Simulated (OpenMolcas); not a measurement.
Si I: from CASSCF to CASPT2

```json
{"Program": "OpenMolcas", "Basis": "ANO-RCC-VTZP [5s4p2d1f]", "Scalar Hamiltonian": "DKH2, point nucleus", "Active space": "4 electrons in 4 orbitals (3s 3p)", "State averaging": "2S+1 = 3 even, 3 roots; 2S+1 = 1 even, 6 roots; 2S+1 = 5 odd, 1 root; 2S+1 = 3 odd, 8 roots", "Spin-orbit coupling": "RASSI with atomic mean-field integrals over the reference wave functions, term energies averaged over their components"}
```

Methods on the same reference wave functions:
A. CASSCF
B. SS-CASPT2, IPEA 0.25 Eh, imaginary shift 0.1 Eh (closed shells correlated: 2s 2p)
C. XMS-CASPT2, IPEA 0.25 Eh, imaginary shift 0.1 Eh (closed shells correlated: 2s 2p)

Energies in cm-1 above 3s2 3p2 3P0, the measured ground level; measured values from NIST Handbook of Basic Atomic Spectroscopic Data.

```tsv
Level	A	B	C	Measured
3s2 3p2 3P0	0.0	0.0	0.0	0.0
3s2 3p2 3P1	66.8	67.0	66.9	77.1
3s2 3p2 3P2	195	195	195	223
3s2 3p2 1D2	8848	5960	6170	6299
3s2 3p2 1S0	15569	13830	14610	15394
3s 3p3 5S* 2	22835	29560	30350	33326
3s 3p3 3D* 2	54215	45790	45990	
3s 3p3 3D* 1	54216	45790	45990	
3s 3p3 3D* 3	54217	45790	45990	45322
3s 3p3 3P* 0	62985	57100	56690	
3s 3p3 3P* 1	62986	57100	56690	
3s 3p3 3P* 2	62987	57100	56690
```

Deviations, from unrounded energies. A percentage is the sum of absolute deviations over the sum of measured energies, with the sign that they share, or ± where signs differ.

```tsv
Against measurement	Levels	A	B	C
mean absolute deviation (cm-1)	6	3700	1000	770
fine structure of the ground term (%)	2	-12.9	-12.8	-12.9
other terms of the ground configuration (%)	2	+12.6	-8.8	-4.2
other configurations (%)	2	±24.6	±5.4	±4.6
```

C lies closest to measurement on these levels and A furthest from it. The largest miss of C in the table is 3s 3p3 5S* 2, by -3000 cm-1. The ranking rests on the paired levels alone, and a cruder setting can come out closer through cancelling errors.

Between B and C the level of the table that moves most is 3s 3p3 5S* 2, by 790 cm-1 (lowest in B, highest in C). Moves below CASPT2's spread within the term are not significant.

The mean deviations of B to C differ by less than CASPT2's widest spread within a term (1100 cm-1), so their order carries little weight.

From A to B the spin-free energies of the other terms of 3s2 3p2 shown, above 3P, scale by factors of 0.67 to 0.89.

The lowest spin-free term lies below A's lowest term by 0.072 hartree in B, 0.075 hartree in C.

Term energies are means over components that CASPT2 splits; among the terms shown or strongly mixed into the levels shown the widest spread is 1100 cm-1 (3s 3p3 3D*, C). Over all roots computed the reference weight is 0.86 to 0.98 in B, 0.86 to 0.98 in C; the roots of lowest weight are the least certain, and an intruder state may touch them. Terms of s pⁿ other than that of highest spin mix with s² pⁿ⁻² d, which this space lacks; all of them can be thousands of cm-1 off, and some have no real level of that name. Without dynamic correlation excited terms often stand tens of per cent too high (terms of higher spin than the ground term too low), and those without a measured partner can miss by more than the paired ones (holds for A). Measured partners are found by configuration, term and J. A level has none where our copy of the source lacks it or the pairing is in doubt (some pairs that miss far off the trend of their configuration count as doubtful), and it then counts in no deviation. Only configurations of the active space appear.

* marks odd parity.
